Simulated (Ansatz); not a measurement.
## singlet BeO: levels of theory in one basis

```xyz
2

Be    0.0000    0.0000    0.0000
O     0.0000    0.0000    1.5100
```

Basis set: def2-SVP (spherical functions). Correlated methods keep 1 orbital frozen. Charge 0, multiplicity 1.

Computed with Ansatz (development build ahead of 0.2.0); each method stands on the lowest determinant of its kind that the runs found.

```csv
method,E − E(RHF) (eV),<S²> of the determinant
RHF,0.00,0.00
UHF,-1.99,1.01
RHF-MP2,-7.08,–
```

What does UHF-MP2 give on the same scale?

-6.20 eV.

Is a single determinant a sound starting point here?

It is doubtful. Unrestricted orbitals lower Hartree–Fock by 1.99 eV and <S²> is 1.01 where a pure state has 0.00, a sign of strong static correlation.

Caution for RHF, RHF-MP2: an unrestricted determinant lies well below. Caution for UHF, UHF-MP2: the unrestricted determinant is a mixture of spin states. Caution for RHF-MP2: other determinants can give a lower correlated total.
